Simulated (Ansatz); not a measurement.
CH2BBrO2, SMILES `OB1OC1Br`. The species carries charge 0 and has multiplicity 1.

Cartesian coordinates in Å:
```
O -0.736 -1.607 0.525
B -0.099 -0.521 0.089
O 0.564 -0.053 -0.988
C 0.411 0.886 0.144
Br -0.725 2.391 -0.203
H -0.771 -2.327 -0.113
H 1.356 1.231 0.546
```

(1) List the harmonic frequencies (cm⁻¹, unscaled) at PBE0-D4/def2-TZVP in Ansatz. (Best estimate.)

(2) Is this a minimum?

(3) Give the ideal-gas thermochemistry at 298.15 K and 1 bar (rigid rotor, harmonic oscillator; point group C1, symmetry number 1).

## Answers

(1) Ansatz gave: 134, 297, 370, 478, 575, 631, 712, 910, 979, 1060, 1223, 1261, 1732, 3196, 3857.

(2) Yes, all 15 modes are real.

(3) Zero-point energy 104.2 kJ/mol; H(298) − E = 120.0 kJ/mol; entropy 315.7 J/(mol·K), of which translation 170.2, rotation 113.3, vibration 32.1; G(298) − E = 25.9 kJ/mol.
